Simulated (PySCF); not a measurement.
Compound: C₇H₁₃ (doublet state).
Atom-mapped SMILES: `[CH2:1][CH2:2][CH2:3][C@@H:4]([CH3:5])[CH:6]=[CH2:7]` (hydrogens: H8, H9 on C1; H10, H11 on C2; H12, H13 on C3; H14 on C4; H15, H16, H17 on C5; H18 on C6; H19, H20 on C7)

Geometry (GFN2-xTB, Å), atoms numbered from 1 in this order:
```xyz
20
C7H13 angstrom
C      2.8603   -1.0032   -0.1401
C      1.3897   -0.9628   -0.1522
C      0.8218    0.2697    0.5586
C     -0.7114    0.2599    0.5948
C     -1.2304    1.4573    1.3955
C     -1.2705    0.3039   -0.7955
C     -2.0842   -0.5991   -1.3086
H      3.4016   -1.5098   -0.9141
H      3.4068   -0.5976    0.6889
H      0.9826   -1.8563    0.3523
H      1.0172   -1.0039   -1.1803
H      1.1664    1.1706    0.0457
H      1.2043    0.3012    1.5811
H     -1.0456   -0.6613    1.0849
H     -0.9118    2.3904    0.9354
H     -0.8475    1.4267    2.4132
H     -2.3174    1.4455    1.4322
H     -0.9671    1.1614   -1.3831
H     -2.4011   -1.4617   -0.7443
H     -2.4688   -0.5202   -2.3117
```

The hyperfine couplings belong to this conformer and change with its torsions.

Computed, not measured: UKS B3LYP, pcH-1 on C H, non-relativistic, mean-field spin-orbit, GIAO in PySCF. Isolated species at its GFN2-xTB geometry (one conformer only). GFN2-xTB frequencies show an imaginary mode (32i cm⁻¹), so this geometry is no minimum at that level. The geometry wasn't refined by DFT: couplings that depend on bond lengths, twists or pyramidal angles can differ widely from those at the functional's own minimum. Stability of the SCF solution: not tested.

**Question.** The isotropic 13C couplings are +89.8, -33.4, +22.8, -0.6 MHz. Assign them to C1; C2; C3; C4.

**Answer.** 
| site | a_iso (MHz) | ρ(0) (bohr⁻³) | position | distance from C1 (Å) | spin population | largest \|T\| (MHz) |
| --- | --- | --- | --- | --- | --- | --- |
| C1 | +89.8 | +0.0799 | largest spin population | 0.00 | +1.08 | 162.1 |
| C2 | -33.4 | -0.0297 | 1 bond from C1 | 1.47 | -0.09 | 2.5 |
| C3 | +22.8 | +0.0203 | 2 bonds from C1 | 2.50 | +0.01 | 4.5 |
| C4 | -0.6 | -0.0005 | 3 bonds from C1 | 3.86 | 0.00 | 1.1 |

ρ(0) is the spin density at the nucleus and T the dipolar tensor; entries for several nuclei are means. The Mulliken spin populations are largest on C1 (+1.08), C2 (-0.09) and H10 (+0.06). No atom but C1 exceeds +0.15. The positive populations add up to 1.18 and the negative ones to -0.18, together 2S = 1. The angles at C1 add up to 359.8°, so it is planar; its axial dipolar tensor and the negative couplings of its protons fit spin in a p orbital normal to that plane.

Nuclei that the bonding pattern makes equivalent are averaged, as if the motion that swaps them (rotation, inversion, ring flip) were fast.
